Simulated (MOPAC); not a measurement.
MOPAC input (PM3):

```
PM3 1SCF GEO-OK AUX(PRECISION=9) THREADS=1
HF3Ge

F     1.56449600 1   -0.46792300 1    0.06226100 1
Ge   -0.07101200 1    0.01862900 1    0.25898200 1
F    -0.23622100 1    1.51173100 1   -0.57388800 1
F    -1.02342600 1   -1.12377900 1   -0.60016400 1
H    -0.47126500 1    0.12362800 1    1.71871000 1
```

From the output:

```
                                                       MOPAC v23.2.5 Linux

          FINAL HEAT OF FORMATION =       -204.72261 KCAL/MOL =    -856.55941 KJ/MOL

          COSMO AREA              =         96.75 SQUARE ANGSTROMS
          COSMO VOLUME            =         82.70 CUBIC ANGSTROMS

          IONIZATION POTENTIAL    =         12.674565 EV
          HOMO LUMO ENERGIES (EV) =        -12.675 -0.008
          NO. OF FILLED LEVELS    =         13
          MOLECULAR WEIGHT        =        130.5931         POINT GROUP:  C3v

          MOLECULAR DIMENSIONS (Angstroms)

            Atom       Atom       Distance
            F     3    F     1     2.75069
            F     4    H     5     2.69037
            F     1    F     4     1.92286

          SCF CALCULATIONS        =          1

   ATOM   CHEMICAL          X               Y               Z
  NUMBER   SYMBOL      (ANGSTROMS)     (ANGSTROMS)     (ANGSTROMS)

     1       F          1.56449600  *  -0.46792300  *   0.06226100  *
     2      Ge         -0.07101200  *   0.01862900  *   0.25898200  *
     3       F         -0.23622100  *   1.51173100  *  -0.57388800  *
     4       F         -1.02342600  *  -1.12377900  *  -0.60016400  *
     5       H         -0.47126500  *   0.12362800  *   1.71871000  *

                             CARTESIAN COORDINATES

   1    F        1.564496000    -0.467923000     0.062261000
   2   Ge       -0.071012000     0.018629000     0.258982000
   3    F       -0.236221000     1.511731000    -0.573888000
   4    F       -1.023426000    -1.123779000    -0.600164000
   5    H       -0.471265000     0.123628000     1.718710000

           Empirical Formula: H F3 Ge  =     5 atoms

      MOLECULAR POINT GROUP   :   C3v

                  EIGENVALUES
 -21.83328 -21.40015 -21.40015 -18.13627 -16.91275 -16.49034 -16.49034 -15.79871
 -15.79871 -15.69108 -15.31151 -15.31151 -12.67457  -0.00783  -0.00782   0.02264
   1.06136

              NET ATOMIC CHARGES AND DIPOLE CONTRIBUTIONS

  ATOM NO.   TYPE          CHARGE      No. of ELECS.   s-Pop       p-Pop
    1          F          -0.276802        7.2768     1.64232     5.63448
    2         Ge           0.873417        3.1266     0.82469     2.30189
    3          F          -0.276802        7.2768     1.64232     5.63448
    4          F          -0.276802        7.2768     1.64232     5.63448
    5          H          -0.043010        1.0430     1.04301
 DIPOLE           X         Y         Z       TOTAL
 POINT-CHG.    -0.606     0.159     2.210     2.297
 HYBRID         0.037    -0.010    -0.135     0.140
 SUM           -0.569     0.149     2.075     2.156

          ATOMIC ORBITAL ELECTRON POPULATIONS

     Atom    s        px        py        pz
    1  F   1.64232   1.72497   1.94003   1.96948
    2 Ge   0.82469   0.70509   0.68981   0.90699
    3  F   1.64232   1.95960   1.76507   1.90981
    4  F   1.64232   1.88284   1.84583   1.90581
    5  H   1.04301

 **********************
 *                    *
 * JOB ENDED NORMALLY *
 *                    *
 **********************

 == MOPAC DONE ==
```

The geometry given is a B3LYP-D3(BJ)/def2-TZVP minimum.
